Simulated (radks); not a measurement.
Neutral holmium, configuration [Xe] 4f11 6s2. Calculated with a radial shooting solver on a logarithmic mesh with Libxc functionals: Dirac Kohn-Sham, PBE, spin-unpolarised, spherical densities, finite nucleus; open shells fill j = l - 1/2 first; Fermi nuclear charge, rms radius 5.2022 fm. Some entries of the table are withheld. Estimate them.

orbital  occ.  eigenvalue (eV)  <1/r> (bohr^-1)  <r> (bohr)
1s1/2       2        -55423.38            76.04     0.02074
2s1/2       2        -9265.402              (1)     0.08754
2p1/2       2        -8819.454            18.23     0.07290
2p3/2       4        -7962.539            15.88     0.08007
3s1/2       2        -2069.147            6.674      0.2294
3p1/2       2        -1873.831            6.590      0.2191
3p3/2       4        -1694.849            5.993      0.2326
3d3/2       4        -1359.694            5.876      0.2054
3d5/2       6        -1320.588            5.730      0.2096
4s1/2       2        -408.5954            2.790      0.5188
4p1/2       2        -331.0107              (2)      0.5286
4p3/2       4        -290.8821              (3)      0.5596
4d3/2       4        -163.1091              (4)      0.5902
4d5/2       6        -155.8291              (5)      0.6012
5s1/2       2         -50.2447            1.043       1.278
5p1/2       2         -29.4037           0.9122       1.446
5p3/2       4         -24.4052           0.8380       1.557
6s1/2       2          -3.7887           0.3083       4.068
4f5/2       6          -3.6023            1.611      0.8457
4f7/2       5          -2.6282            1.582      0.8698
6p1/2       0          -1.3078           0.2217       5.625
5d3/2       0              (6)              (7)       3.468
6p3/2       0          -1.0854           0.2058       6.051
5d5/2       0              (8)              (9)       3.689

Answer. 
(1) 2s1/2 <1/r> (bohr^-1): 18.25
(2) 4p1/2 <1/r> (bohr^-1): 2.682
(3) 4p3/2 <1/r> (bohr^-1): 2.476
(4) 4d3/2 <1/r> (bohr^-1): 2.255
(5) 4d5/2 <1/r> (bohr^-1): 2.204
(6) 5d3/2 eigenvalue (eV): -1.1599
(7) 5d3/2 <1/r> (bohr^-1): 0.4046
(8) 5d5/2 eigenvalue (eV): -0.9737
(9) 5d5/2 <1/r> (bohr^-1): 0.3816
